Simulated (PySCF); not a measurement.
## EPR parameters of C4H8OPSi

Compound: C4H8OPSi (doublet state).
Atom-mapped SMILES: `[O:1]=[CH:2][CH2:3]/[CH:4]=[C:5]\[SiH2:6][PH2:7]` (hydrogens: H8 on C2; H9, H10 on C3; H11 on C4; H12, H13 on Si6; H14, H15 on P7)

Cartesian coordinates in Å at the GFN2-xTB level; atoms count from 1:
```xyz
15
C4H8OPSi angstrom
O     -2.672    0.503   -1.994
C     -2.485    0.494   -0.812
C     -1.515   -0.388   -0.078
C     -0.446   -0.953   -0.993
C      0.826   -0.944   -0.743
Si     2.196   -0.491    0.375
P      1.412    1.008    1.903
H     -3.052    1.165   -0.136
H     -1.064    0.154    0.757
H     -2.096   -1.218    0.339
H     -0.847   -1.358   -1.918
H      2.680   -1.633    1.153
H      3.275    0.126   -0.405
H      2.651    1.557    2.177
H      1.132    1.985    0.964
```

The hyperfine couplings belong to this conformer and change with its torsions.

The calculation used UKS B3LYP, pcH-1 on C H O P Si, non-relativistic, mean-field spin-orbit, GIAO (PySCF). The structure is a single GFN2-xTB conformer in the gas phase; no vibrational or solvent corrections. Couplings are sensitive to structure, and on GFN2-xTB geometries they can be far from those on DFT ones. No stability test was run, so a lower SCF solution isn't excluded.

- g1, g2, g3: 2.00159, 2.00207, 2.00302
- g_iso: 2.00223
- Form of g: rhombic: the two nearest values differ by 34 % of g3 − g1
- ⟨S²⟩: 0.7585 (exact 0.7500)
- Total energy: -863.24651 Eh
- Basis functions: 275

Hyperfine couplings atom by atom, in G; T1 to T3 are the principal values of the dipolar part; ρ(0) is the spin density at the nucleus (MHz turned into gauss with g_iso; 10 G = 1 mT):

```csv
atom,isotope,a_iso,of which spin–orbit,T1,T2,T3,Mulliken spin population,ρ(0) (bohr⁻³)
O1,17O,-0.3,0.0,-1.7,0.6,1.0,0.01,0.0013
C2,13C,-1.4,0.0,-0.4,-0.1,0.6,0.00,-0.0034
C3,13C,26.8,0.0,-2.8,-2.6,5.4,0.07,0.0667
C4,13C,-11.9,0.0,-5.7,1.3,4.4,-0.17,-0.0297
C5,13C,63.6,0.0,-27.1,-21.0,48.1,0.96,0.1588
Si6,29Si,-0.9,0.0,-3.1,0.3,2.8,-0.02,0.0029
P7,31P,24.0,-0.1,-10.4,-9.7,20.1,0.07,0.0373
H8,1H,4.3,0.0,-0.4,-0.2,0.6,0.01,0.0027
H9,1H,-2.1,0.0,-2.2,-0.3,2.5,0.00,-0.0013
H10,1H,-4.2,0.0,-1.5,-0.7,2.2,0.00,-0.0026
H11,1H,48.5,0.0,-2.1,-1.4,3.4,0.05,0.0304
H12,1H,0.5,0.0,-1.3,-0.8,2.1,0.00,0.0003
H13,1H,7.1,0.0,-1.3,-0.8,2.2,0.01,0.0045
H14,1H,4.4,0.0,-0.9,0.1,0.9,0.01,0.0027
H15,1H,-0.9,0.0,-1.0,-0.3,1.3,0.00,-0.0005
```

The largest Mulliken spin populations are on C5 (+0.96), C4 (-0.17), P7 (+0.07) and C3 (+0.07). C5 is the only atom above +0.15. The positive populations add up to 1.19 and the negative ones to -0.19, together 2S = 1.

Axes: g1 points within 7° of the C4–C5 bond.

Under fast tumbling the dipolar parts average out, and these isotropic splittings remain: 1 × 1H (H11, I = 1/2, 2 lines) with 4.85 mT, 1 × 31P (P7, I = 1/2, 2 lines) with 2.40 mT, 1 × 1H (H8, I = 1/2, 2 lines) with 0.43 mT, 2 × 1H (H12/H13, I = 1/2, 3 lines) with 0.38 mT, 2 × 1H (H9/H10, I = 1/2, 3 lines) with 0.32 mT and 2 × 1H (H14/H15, I = 1/2, 3 lines) with 0.18 mT.

Class means assume fast exchange of nuclei equivalent by connectivity; if that motion is slow, each nucleus keeps its own coupling. The 1H value of +10.7 MHz is a mean of couplings from 1.4 to 19.9 MHz in this one geometry, not an average over conformers. The 1H value of +4.9 MHz is a mean of couplings from -2.4 to 12.3 MHz in this one geometry, not an average over conformers.

The 13C coupling of C5 (178.4 MHz) shows only in satellite lines or after enrichment, since that isotope makes up about 1.07 % of natural carbon.

β density exceeds α density at some nuclei, such as C4 (-0.0297), C2 (-0.0034) and H9/H10 (-0.0020), spin density in bohr⁻³. In a single determinant that takes different orbitals for the two spins, that is spin polarisation.

Time: 1.7 min (with the writing of density and orbital grids); peak memory 0.97 GiB. Hardware: one thread of an Arm Neoverse V1, no GPU, on a shared host.
